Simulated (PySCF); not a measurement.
B(H)(Me)(vinyl) (C3H7B), SMILES C=CBC. Geometry: PBE-D3(BJ)/def2-SVP. The structure was generated by enumeration, and PubChem lists no compound with its InChIKey, so it may never have been made. The values are those of a single conformer.

**Question.** Give the equilibrium geometry at PBE-D3(BJ)/def2-SVP (PySCF confirms it by a frequency run) as Cartesian coordinates in Å, and its point group. (An estimate is asked for; the answer gives what the named calculation found.)

**Answer.** One answer among several that fit: point group Cs.
```xyz
11

B     -0.7487    -0.6323     0.0000
H     -1.8818    -1.0953     0.0000
C      0.4451    -1.6497     0.0000
H      1.4687    -1.2257     0.0000
H      0.3446    -2.3278     0.8774
H      0.3446    -2.3278    -0.8774
C     -0.5953     0.9200     0.0000
C      0.6029     1.5530     0.0000
H     -1.4987     1.5582     0.0000
H      0.6993     2.6533     0.0000
H      1.5510     0.9867     0.0000
```
